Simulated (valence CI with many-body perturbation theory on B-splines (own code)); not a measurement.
**Bi LX: E2, M1 decay**

Calculated by valence CI with perturbative core correlation (CI+MBPT): six valence electrons over a frozen Dirac-Fock core [Ar], radial functions for each j: 7 s, 7 p, 8 d, 6 f, 4 g, 1 h, with the one-electron correlation potential Σ1, the two-electron term Σ2, the three-electron term Σ3, Breit, model QED; selected CI, second order for the rest, scaled by the run's own slope (own B-spline code, finite nucleus).

No measured spectrum was set against this ion. As an estimate, large intervals hold to a few tenths of a per cent, small ones and those within an open d or f shell to about a per cent. Core correlation moves these levels by up to 18000 cm⁻¹, and in measured spectra 5 to 20 % of such shifts remained as error; rates that hang on mixing are uncertain with them. Among the levels kept, up to 1100 cm⁻¹ of a level comes from second order outside the variational space, and about a tenth of that is noise between levels of different J, which matters for small intervals. The list stops below the first excitations out of the core. Only levels of the ground parity were solved; by the run's estimate the other parity begins above the list, which can be wrong where configurations are misplaced.

Lines 1 to 50 of 86 in falling wavelength, among levels below 300.80 eV, chosen from the decays that carry over 1 % of a level's rate. Wavelengths and rates use the calculated energies. Electric multipoles are in the length gauge with retardation, E1 and E2 with the static RPA response of the core. M1 uses the relativistic operator with retardation. Weak lines are less certain than strong ones. Lines between different terms over intervals too small for the method are left out, as are lines whose strength nearly cancels. The highest levels of a list are the least certain. Branching is blank where the lifetime is uncertain.

Levels are named by their leading jj configuration (3d3/2^4 stands for four electrons in 3d with j = 3/2), which in mixed levels can hold well under half, so a name can repeat and another be missing. Letters in brackets count levels of one name in rising energy.

```tsv
λ vac (Å)	Upper	Lower	Type	A (s⁻¹)	Branch %
1307	(3d3/2^4 3d5/2^2) J=2	(3d3/2^4 3d5/2^2) J=4	E2	3.52e-02	100.0
758.3	(3d3/2^3 3d5/2^3) J=4 [b]	(3d3/2^3 3d5/2^3) J=3 [b]	M1	4.32e+03	1.9
681.2	(3d3/2^3 3d5/2^3) J=2 [b]	(3d3/2^3 3d5/2^3) J=3 [b]	M1	1.70e+04	1.1
548.0	(3d3/2^4 3d5/2^2) J=0	(3d3/2^4 3d5/2^2) J=2	E2	1.02e+01	100.0
515.9	(3d3/2^3 3d5/2^3) J=0	(3d3/2^3 3d5/2^3) J=1 [a]	M1	8.39e+04	
463.0	(3d3/2^3 3d5/2^3) J=4 [b]	(3d3/2^3 3d5/2^3) J=5	M1	1.23e+04	5.4
348.3	(3d3/2^3 3d5/2^3) J=4 [b]	(3d3/2^3 3d5/2^3) J=4 [a]	M1	3.04e+04	13.4
325.4	(3d3/2^3 3d5/2^3) J=2 [b]	(3d3/2^3 3d5/2^3) J=3 [a]	M1	6.68e+04	4.3
151.9	(3d3/2^2 3d5/2^4) J=2 [a]	(3d3/2^3 3d5/2^3) J=1 [b]	M1	4.30e+05	1.1
146.1	(3d3/2^2 3d5/2^4) J=0	(3d3/2^3 3d5/2^3) J=1 [b]	M1	1.25e+06	2.9
142.1	(3d3/2^3 3d5/2^3) J=1 [a]	(3d3/2^4 3d5/2^2) J=0	M1	2.72e+06	12.4
138.9	(3d3/2^2 3d5/2^4) J=4 [a]	(3d3/2^3 3d5/2^3) J=4 [b]	M1	3.65e+05	1.2
137.1	(3d3/2^2 3d5/2^4) J=3 [a]	(3d3/2^3 3d5/2^3) J=3 [c]	M1	3.71e+05	1.3
136.1	(3d3/2^2 3d5/2^4) J=3 [a]	(3d3/2^3 3d5/2^3) J=2 [b]	M1	8.30e+05	2.9
132.0	(3d3/2^2 3d5/2^4) J=5	(3d3/2^3 3d5/2^3) J=4 [b]	M1	2.34e+06	13.0
124.7	(3d3/2^2 3d5/2^4) J=2 [a]	(3d3/2^3 3d5/2^3) J=3 [b]	M1	5.35e+05	1.4
123.2	(3d3/2^2 3d5/2^4) J=3 [b]	(3d3/2^3 3d5/2^3) J=2 [b]	M1	7.48e+05	3.7
121.0	(3d3/2^2 3d5/2^4) J=3 [b]	(3d3/2^3 3d5/2^3) J=4 [b]	M1	4.31e+06	21.6
120.7	(3d3/2^2 3d5/2^4) J=1	(3d3/2^3 3d5/2^3) J=2 [b]	M1	3.57e+06	14.6
120.2	(3d3/2^2 3d5/2^4) J=1	(3d3/2^3 3d5/2^3) J=1 [b]	M1	3.73e+06	15.3
119.3	(3d3/2^2 3d5/2^4) J=4 [b]	(3d3/2^3 3d5/2^3) J=3 [c]	M1	6.48e+05	4.5
119.3	(3d3/2^3 3d5/2^3) J=3 [a]	(3d3/2^4 3d5/2^2) J=2	M1	4.86e+06	25.2
117.4	(3d3/2^2 3d5/2^4) J=4 [a]	(3d3/2^3 3d5/2^3) J=3 [b]	M1	1.14e+06	3.7
116.5	(3d3/2^2 3d5/2^4) J=4 [b]	(3d3/2^3 3d5/2^3) J=4 [b]	M1	1.80e+05	1.3
116.2	(3d3/2^2 3d5/2^4) J=2 [b]	(3d3/2^3 3d5/2^3) J=2 [b]	M1	5.97e+05	3.6
115.7	(3d3/2^2 3d5/2^4) J=2 [b]	(3d3/2^3 3d5/2^3) J=1 [b]	M1	2.90e+05	1.7
113.4	(3d3/2^2 3d5/2^4) J=3 [a]	(3d3/2^3 3d5/2^3) J=3 [b]	M1	1.29e+06	4.5
112.9	(3d3/2^3 3d5/2^3) J=1 [a]	(3d3/2^4 3d5/2^2) J=2	M1	1.92e+07	87.6
111.8	(3d3/2^2 3d5/2^4) J=1	(3d3/2^3 3d5/2^3) J=0	M1	4.74e+06	19.4
111.7	(3d3/2^2 3d5/2^4) J=3 [a]	(3d3/2^3 3d5/2^3) J=2 [a]	M1	4.16e+06	14.4
109.3	(3d3/2^2 3d5/2^4) J=2 [a]	(3d3/2^3 3d5/2^3) J=1 [a]	M1	9.03e+06	23.1
109.3	(3d3/2^3 3d5/2^3) J=3 [a]	(3d3/2^4 3d5/2^2) J=4	M1	1.44e+07	74.7
108.7	(3d3/2^3 3d5/2^3) J=4 [a]	(3d3/2^4 3d5/2^2) J=4	M1	1.67e+07	100.0
106.9	(3d3/2^2 3d5/2^4) J=4 [a]	(3d3/2^3 3d5/2^3) J=5	M1	4.53e+06	14.9
106.3	(3d3/2^2 3d5/2^4) J=0	(3d3/2^3 3d5/2^3) J=1 [a]	M1	4.24e+07	97.1
104.3	(3d3/2^2 3d5/2^4) J=3 [b]	(3d3/2^3 3d5/2^3) J=3 [b]	M1	8.12e+06	40.6
104.2	(3d3/2^3 3d5/2^3) J=1 [b]	(3d3/2^4 3d5/2^2) J=0	M1	7.53e+06	91.5
103.9	(3d3/2^2 3d5/2^4) J=2 [a]	(3d3/2^3 3d5/2^3) J=3 [a]	M1	2.91e+07	74.2
103.3	(3d3/2^2 3d5/2^4) J=2 [c]	(3d3/2^3 3d5/2^3) J=3 [c]	M1	8.26e+06	31.9
102.9	(3d3/2^2 3d5/2^4) J=3 [b]	(3d3/2^3 3d5/2^3) J=2 [a]	M1	5.08e+06	25.4
102.7	(3d3/2^2 3d5/2^4) J=2 [c]	(3d3/2^3 3d5/2^3) J=2 [b]	M1	9.08e+06	35.1
102.7	(3d3/2^2 3d5/2^4) J=5	(3d3/2^3 3d5/2^3) J=5	M1	4.83e+06	26.8
102.4	(3d3/2^2 3d5/2^4) J=5	(3d3/2^3 3d5/2^3) J=6	M1	9.78e+06	54.2
102.4	(3d3/2^2 3d5/2^4) J=2 [c]	(3d3/2^3 3d5/2^3) J=1 [b]	M1	4.32e+06	16.7
101.5	(3d3/2^3 3d5/2^3) J=2 [a]	(3d3/2^4 3d5/2^2) J=2	M1	1.07e+07	99.9
101.2	(3d3/2^3 3d5/2^3) J=6	(3d3/2^4 3d5/2^2) J=4	E2	3.66e+02	100.0
101.1	(3d3/2^2 3d5/2^4) J=1	(3d3/2^3 3d5/2^3) J=2 [a]	M1	3.51e+06	14.4
101.0	(3d3/2^2 3d5/2^4) J=4 [b]	(3d3/2^3 3d5/2^3) J=3 [b]	M1	2.46e+06	17.1
100.9	(3d3/2^3 3d5/2^3) J=5	(3d3/2^4 3d5/2^2) J=4	M1	3.59e+06	99.8
100.1	(3d3/2^3 3d5/2^3) J=3 [b]	(3d3/2^4 3d5/2^2) J=2	M1	1.69e+06	26.7
```
